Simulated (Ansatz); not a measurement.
`CO[SiH2]SC` + H–F → `CO[SiH2]F` + CH₃SH at 500 K and 1 bar (ligand exchange at the Si–S bond).

Calculated with Ansatz (gas phase, PBE0-D4/def2-TZVP geometries, no zero-point term in ΔE). CBS: MP2 limit from def2 TZ/QZ plus the TZ coupled-cluster correction, frozen cores. This one scheme is used for every species. One conformer a species, not always the lowest.

```
     species  CCSD(T)/CBS energy (Eh)  H − E (kJ/mol)  S (J/(mol·K))
`CO[SiH2]SC`               -843.00374           314.0          454.2
         H–F               -100.39570            39.4          188.7
 `CO[SiH2]F`               -505.20189           202.7          369.3
       CH₃SH               -438.22835           145.1          283.7
```

H − E and S are ideal-gas, rigid-rotor, harmonic terms from PBE0-D4/def2-TZVP, for one conformer and one mirror image of each species. 1 Eh = 2625.50 kJ/mol, R = 8.31446 J/(mol·K).

By hand: ΔE, ΔH, ΔS and ΔG.

ΔE = (-505.20189) + (-438.22835) − (-843.00374) − (-100.39570) = -0.03080 Eh = -80.9 kJ/mol. Δ(H − E) = 202.7 + 145.1 − 314.0 − 39.4 = -5.6, so ΔH = -86.5 kJ/mol. ΔS = 369.3 + 283.7 − 454.2 − 188.7 = 10.1 J/(mol·K). ΔG = -86.5 − 500 × (10.1)/1000 = -91.5 kJ/mol.

By hand: the equilibrium constant, and the temperature at which ΔG would vanish if ΔH and ΔS stayed fixed.

log₁₀ K = −ΔG/(RT ln 10) = 9.6. ΔH and −TΔS have one sign here, so there is no such temperature.

The number of gas molecules stays the same, so ΔS is small and ΔH decides. A doubt of 5 kJ/mol in ΔE shifts log₁₀ K by 0.5 here. Other conformers and mirror images would add mixing entropy, several J/(mol·K) or more a flexible species. Modes under 60 cm⁻¹, often nearly free rotors, make the harmonic entropy too high. These are equilibria of isolated gas molecules and say nothing of rates. Largest T1 diagnostic: 0.011 (customary marks: 0.02 for closed shells, 0.045 for open ones).

ΔS is within the doubt of such terms, so its sign, and with it that verdict, could turn.
